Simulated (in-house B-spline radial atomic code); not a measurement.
Configurations of Lu VIII (Lu7+), with energies counted from [Kr] 4d10 (4f5/2)6 (4f7/2)7 5s2 (5p1/2)2 (5p3/2)1. All numbers are computed (Dirac-Hartree-Fock, average of each configuration as written; Fermi nucleus of rms radius 5.37 fm) with a B-spline radial code for spherical atoms, not measured. Energies include first-order Breit, QED and recoil terms.

Occupations are held fixed; configurations that lie above the ionisation limit could autoionise.

```
                                                          configuration  E - E(ref) (eV)  highest orbital  its <r> (bohr)
                  [Kr] 4d10 (4f5/2)6 (4f7/2)6 5s2 (5p1/2)1 (5p3/2)2 6s1           54.553            6s1/2           2.234
             [Kr] 4d10 (4f5/2)6 (4f7/2)6 5s2 (5p1/2)2 (5p3/2)1 (6g9/2)1           96.501            6g9/2           5.375
                  [Kr] 4d10 (4f5/2)4 (4f7/2)8 5s2 (5p1/2)1 (5p3/2)2 8s1           103.32            8s1/2           5.601
                      [Kr] 4d10 (4f5/2)5 (4f7/2)8 5s2 (5p1/2)2 (8p1/2)1           103.73            8p1/2           6.014
                      [Kr] 4d10 (4f5/2)4 (4f7/2)8 5s2 (5p3/2)3 (5g7/2)1           107.27            5g7/2           3.354
             [Kr] 4d10 (4f5/2)5 (4f7/2)7 5s2 (5p1/2)2 (5p3/2)1 (8g9/2)1           109.47            8g9/2           10.56
             [Kr] 4d10 (4f5/2)5 (4f7/2)8 5s2 (5p1/2)1 (5p3/2)1 (6g9/2)1           113.83            6g9/2           5.379
[Kr] (4d3/2)4 (4d5/2)5 (4f5/2)5 (4f7/2)8 5s2 (5p1/2)2 (5p3/2)1 (9g7/2)1           307.64            9g7/2            13.7
```

Q: Order these further configurations by energy, lowest first.
A. [Kr] 4d10 (4f5/2)5 (4f7/2)8 5s2 (5p1/2)2 (7p3/2)1
B. [Kr] 4d10 (4f5/2)6 (4f7/2)7 5s2 (5p1/2)1 (5p3/2)2
C. [Kr] 4d10 (4f5/2)5 (4f7/2)8 5s2 (5p1/2)2 (5p3/2)1
D. [Kr] (4d3/2)3 (4d5/2)6 (4f5/2)5 (4f7/2)8 5s2 (5p3/2)3 6s1
E. [Kr] 4d10 (4f5/2)5 (4f7/2)8 5s2 (5p1/2)1 (5p3/2)2

A: C (1.7426 eV), B (8.0169 eV), E (9.4586 eV), A (92.153 eV), D (269.19 eV).

Q: How far above the reference does [Kr] (4d3/2)4 (4d5/2)5 (4f5/2)6 (4f7/2)7 5s2 (5p3/2)3 (5f5/2)1 lie?

A: 281.07 eV; its least bound orbital is 5f5/2 with <r> = 2.312 bohr.

Q: How far above the reference does [Kr] 4d10 (4f5/2)6 (4f7/2)7 5s2 (5p1/2)1 (5p3/2)1 (9d3/2)1 lie?

A: 120.27 eV; its least bound orbital is 9d3/2 with <r> = 9.576 bohr.

Q: How far above the reference does [Kr] 4d10 (4f5/2)5 (4f7/2)8 5s2 (5p1/2)1 (5p3/2)1 (6d5/2)1 lie?

A: 89.857 eV; its least bound orbital is 6d5/2 with <r> = 3.081 bohr.
